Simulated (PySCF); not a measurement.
# Computed spin Hamiltonian

C7H9FN (doublet state).
SMILES with atom numbers: `[CH2:1]/[C:2]([CH2:3][F:4])=[C:5](/[CH3:6])[CH2:7][C:8]#[N:9]` (hydrogens: H10, H11 on C1; H12, H13 on C3; H14, H15, H16 on C6; H17, H18 on C7)

Geometry (GFN2-xTB, Å), atoms numbered from 1 in this order:
```xyz
18
C7H9FN angstrom
C      0.9785    1.7195    0.1998
C      0.7954    0.3840   -0.0390
C      2.0280   -0.4847   -0.1314
F      2.1367   -1.0722   -1.3748
C     -0.4516   -0.2257   -0.2079
C     -0.5917   -1.7006   -0.3487
C     -1.7083    0.5989   -0.2052
C     -2.0252    0.9565    1.1590
N     -2.2457    1.2126    2.2509
H      0.1611    2.4033    0.3310
H      1.9657    2.1303    0.3031
H      2.9368    0.1059    0.0107
H      2.0006   -1.3045    0.5954
H     -0.1931   -2.2155    0.5290
H     -0.0293   -2.0623   -1.2112
H     -1.6322   -1.9915   -0.4695
H     -2.5485    0.0342   -0.6169
H     -1.5860    1.5182   -0.7859
```

The hyperfine couplings belong to this conformer and change with its torsions.

Level of theory: UKS B3LYP, pcH-1 on C F H N, non-relativistic, mean-field spin-orbit, GIAO in PySCF. Isolated species at its GFN2-xTB geometry (one conformer only). The geometry wasn't refined by DFT: couplings that depend on bond lengths, twists or pyramidal angles can differ widely from those at the functional's own minimum. No stability test was run, so a lower SCF solution isn't excluded. ⟨S²⟩ is 0.777 where a pure state has 0.75.

* g1, g2, g3: 2.00225, 2.00272, 2.00306
* g_iso: 2.00268
* Form of g: rhombic: the two nearest values differ by 43 % of g3 − g1
* ⟨S²⟩: 0.7765 (exact 0.7500)
* α and β electrons: 34, 33

Isotropic coupling and dipolar principal values T1 to T3, in mT; ρ(0) is the spin density at the nucleus (MHz turned into mT with g_iso):

```csv
atom,isotope,a_iso,T1,T2,T3,Mulliken spin population,ρ(0) (bohr⁻³)
C1,13C,1.70,-1.61,-1.54,3.15,0.61,0.0423
C2,13C,-1.70,-1.00,0.40,0.60,-0.26,-0.0424
C3,13C,0.17,-0.03,-0.01,0.04,0.01,0.0042
F4,19F,-1.21,-0.75,0.32,0.43,0.00,-0.0081
C5,13C,2.40,-2.07,-2.03,4.10,0.70,0.0598
C6,13C,-0.87,-0.07,0.02,0.05,-0.06,-0.0216
C7,13C,-0.76,-0.04,-0.01,0.04,-0.05,-0.0191
C8,13C,1.84,-0.10,-0.05,0.15,0.02,0.0460
N9,14N,0.03,-0.04,-0.01,0.05,0.01,0.0023
H10,1H,-1.25,-0.67,-0.05,0.71,-0.03,-0.0078
H11,1H,-1.31,-0.79,-0.01,0.80,-0.03,-0.0082
H12,1H,-0.07,-0.07,-0.05,0.12,0.00,-0.0004
H13,1H,-0.38,-0.09,-0.02,0.11,0.00,-0.0024
H14,1H,2.95,-0.14,-0.09,0.22,0.03,0.0185
H15,1H,2.86,-0.14,-0.10,0.23,0.03,0.0180
H16,1H,0.07,-0.12,-0.09,0.21,0.00,0.0004
H17,1H,0.37,-0.12,-0.10,0.23,0.00,0.0023
H18,1H,1.27,-0.15,-0.05,0.20,0.02,0.0080
```

The largest Mulliken spin populations are on C5 (+0.70), C1 (+0.61) and C2 (-0.26). The angles at C5 add up to 360.0°, so it is planar.

Axes: g3 points within 2° of the C1–H11 bond.

Under fast tumbling the dipolar parts average out, and these isotropic splittings remain: 3 × 1H (H14/H15/H16, I = 1/2, 4 lines) with 1.96 mT, 1 × 1H (H11, I = 1/2, 2 lines) with 1.31 mT, 1 × 1H (H10, I = 1/2, 2 lines) with 1.25 mT, 1 × 19F (F4, I = 1/2, 2 lines) with 1.21 mT, 2 × 1H (H17/H18, I = 1/2, 3 lines) with 0.82 mT and 2 × 1H (H12/H13, I = 1/2, 3 lines) with 0.23 mT.

Nuclei that the bonding pattern makes equivalent are averaged, as if the motion that swaps them (rotation, inversion, ring flip) were fast. H10 and H11 aren't averaged: C1 is flat or nearly so (angle sum 360°), and its turn about the short C1–C2 bond (1.37 Å) is taken as slow. The three 1H nuclei of mean +54.9 MHz run from 1.8 to 82.7 MHz in the frozen geometry. The 1H value of +22.9 MHz is a mean of couplings from 10.2 to 35.6 MHz in this one geometry, not an average over conformers. The 1H value of -6.3 MHz is a mean of couplings from -10.7 to -2.0 MHz in this one geometry, not an average over conformers.

The 13C coupling of C5 (67.2 MHz) shows only in satellite lines or after enrichment, since that isotope makes up about 1.07 % of natural carbon.

β density exceeds α density at some nuclei, such as C2 (-0.0424), C6 (-0.0216) and C7 (-0.0191), spin density in bohr⁻³. In a single determinant that takes different orbitals for the two spins, that is spin polarisation.
